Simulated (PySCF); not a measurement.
How methods differ on the excitation energy of Cu²⁺

Cu²⁺ [Ar] 3d9 (2D) → Cu²⁺ [Ar] 3d8 4p1 (high-spin determinant), as a difference of total energies. Computed with PySCF 2.14 in def2-TZVPPD (6s6p4d2f1g, 67 functions), with the non-relativistic Hamiltonian (point nucleus). Correlated levels: valence and next inner shell: [Ne] frozen. The calculations carry no spin-orbit coupling.

```csv
method,excitation energy (eV)
UHF,13.323
MP2 (valence and next inner shell),15.976
SCS-MP2 (valence and next inner shell),15.713
CCSD (valence and next inner shell),15.174
CCSD(T) (valence and next inner shell),15.213
```

How much does correlation contribute at CCSD(T) (valence and next inner shell)?

15.213 − (13.323) = 1.890 eV, measured against UHF.

A first-order spin-orbit estimate (lowest level to lowest level, LS coupling) adds -0.019 eV.

The determinant of the upper state mixes LS terms, which raises its energy above the lowest term, most at the Hartree-Fock and MP2 levels.
